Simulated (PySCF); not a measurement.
Computed IR spectrum (relative IR intensity) of a molecule C₂H₁₀GeSi. Geometry optimised at PBE0-D3(BJ)/def2-SVP. One conformer was computed; it need not be the lowest. Level of theory: PBE0-D3(BJ)/def2-SVP run with PySCF 2.14.0. Frequencies are harmonic and unscaled.

```json
[
 {"ν (cm⁻¹)": "438", "relative intensity": "5.2"},
 {"ν (cm⁻¹)": "449", "relative intensity": "4.7"},
 {"ν (cm⁻¹)": "688", "relative intensity": "15"},
 {"ν (cm⁻¹)": "762", "relative intensity": "5.6"},
 {"ν (cm⁻¹)": "792", "relative intensity": "100"},
 {"ν (cm⁻¹)": "857", "relative intensity": "8.2"},
 {"ν (cm⁻¹)": "887", "relative intensity": "28"},
 {"ν (cm⁻¹)": "890", "relative intensity": "12"},
 {"ν (cm⁻¹)": "902", "relative intensity": "37"},
 {"ν (cm⁻¹)": "1258", "relative intensity": "9.1"},
 {"ν (cm⁻¹)": "1264", "relative intensity": "3.4"},
 {"ν (cm⁻¹)": "1437", "relative intensity": "2.8"},
 {"ν (cm⁻¹)": "2129", "relative intensity": "30"},
 {"ν (cm⁻¹)": "2137", "relative intensity": "34"},
 {"ν (cm⁻¹)": "2141", "relative intensity": "42"},
 {"ν (cm⁻¹)": "2199", "relative intensity": "44"},
 {"ν (cm⁻¹)": "3055", "relative intensity": "2.3"}
]
```

### Question
Identify the compound among the candidates.
A) CC[SiH2][GeH3]
B) C[SiH](C)[GeH3]
C) C[C@@H]([SiH3])[GeH3]
D) [CH3][GeH]([CH3])[SiH3]

### Answer
B, C[SiH](C)[GeH3]
